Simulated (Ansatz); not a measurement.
Compare A (`O=[C]([AlH2])O[SiH3]`) with its isomer B (`C[SiH]1[O][Al]1[OH]`).

Isolated molecules relaxed with PBE0-D4/def2-TZVP in Ansatz; ΔE leaves out vibrations. CCSD(T)/CBS is the MP2 limit (def2-TZVPP, def2-QZVPP) plus CCSD(T) − MP2 in def2-TZVPP, frozen cores. DFT in def2-TZVPP. One conformer a species, not always the lowest.

Which isomer does CCSD(T)/CBS put lower? Give the gap. (Estimate.)

The calculation gave: B, by 65.2 kcal/mol.

Give E(B) − E(A) in kcal/mol with CCSD/def2-TZVPP, HF/def2-TZVPP, PBE-D4, CCSD(T)/def2-TZVPP, ωB97M-V, B2PLYP, r2SCAN-D4. (Best estimate.)

Ansatz gave: CCSD/def2-TZVPP -62.4, HF/def2-TZVPP -51.0, PBE-D4 -63.0, CCSD(T)/def2-TZVPP -62.6, ωB97M-V -61.9, B2PLYP -61.9, r2SCAN-D4 -65.7. None reverses the order clearly.

Largest T1 diagnostic: 0.016.

From PBE to PBE0 (25 % exact exchange), in def2-TZVPP and without D4, E(B) − E(A) moves by −1.7 kcal/mol. In def2-TZVPP, CCSD(T) changes the Hartree–Fock value by −11.6 kcal/mol (the triples alone add −0.2 kcal/mol) and MP2 by −15.9 kcal/mol.
